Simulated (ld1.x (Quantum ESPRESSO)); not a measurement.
## chromium (Cr) TM: all-electron and pseudo phase curves

```
Element                 : Cr
Generator               : ld1.x (Quantum ESPRESSO) 7.5
Type                    : norm-conserving Troullier–Martins (Kleinman–Bylander form)
Functional              : LDA (PZ)
Relativity              : fully relativistic
Frozen core             : [Ar]
Valence charge          : 6
Reference configuration : 3d5 4s0.75 4p0.25
Partial waves           : 4s (bound): rc 2.40 bohr; 3d (bound): rc 1.15 bohr; 4p (bound): rc 3.80 bohr
Local potential         : the p channel
Core correction         : Bessel-smoothed model core inside 0.70 bohr
```

Open shells are filled in proportion to 2j + 1 (rel_dist='average').

The phase is arctan(r·u′/u) with u = r·R(r), unwrapped; energies in Ry, scanned from -2 to 5 Ry. A pole is an energy at which the radial function vanishes at the test radius. The pseudo phase is shifted by a multiple of π to meet the all-electron one at the reference energy, and phase errors are pseudo minus all-electron; the curves can meet again beyond the range given. Levels narrower than the energy grid can be missing from the lists of poles.

```tsv
channel	radius (bohr)	reference energy (Ry)	poles, all-electron	poles, pseudo	unbroken range about the reference energy with phases within 0.05 rad	phase error 1 Ry above the reference energy (rad)
s	4.12	-0.33	0.02, 2.85	0.03, 3.52	below 0.7	+0.042
p1/2	4.12	-0.10	0.53, 3.42	0.52, 2.95	below 1.2	-0.015
p3/2	4.12	-0.10	0.54, 3.45	0.52, 2.95	below 1.1	-0.021
d3/2	4.12	-0.26	-0.23, 1.50, 4.47	-0.23, 1.83	below 0.2	+0.284
d5/2	4.12	-0.25	-0.22, 1.51, 4.47	-0.22, 1.83	below 0.2	+0.281
```

Note: ghost state, extra bound levels that the all-electron valence spectrum of the same l lacks: s at -34.3 eV. A true bound ghost makes a file unfit for plane-wave use.

Phases in the d3/2 channel:

```
E (Ry)  all-electron  pseudo
 -2.00         1.401   1.401
 -1.76         1.391   1.391
 -1.52         1.377   1.377
 -1.28         1.361   1.361
 -1.04         1.338   1.339
 -0.80         1.306   1.307
 -0.56         1.247   1.249
 -0.32         0.876   0.883
 -0.08        -1.869  -1.861
  0.16        -2.071  -2.040
  0.40        -2.537  -2.388
  0.64        -3.764  -3.378
  0.88        -4.373  -4.203
  1.12        -4.571  -4.474
  1.36        -4.670  -4.594
  1.60        -4.738  -4.665
  1.84        -4.797  -4.715
  2.08        -4.865  -4.756
  2.32        -4.967  -4.797
  2.56        -5.199  -4.842
  2.80        -6.145  -4.902
  3.04        -7.317  -5.000
  3.28        -7.597  -5.215
  3.52        -7.703  -5.957
  3.76        -7.761  -7.153
  4.00        -7.800  -7.518
  4.24        -7.830  -7.650
  4.48        -7.855  -7.718
  4.72        -7.878  -7.761
  4.96        -7.902  -7.791
```
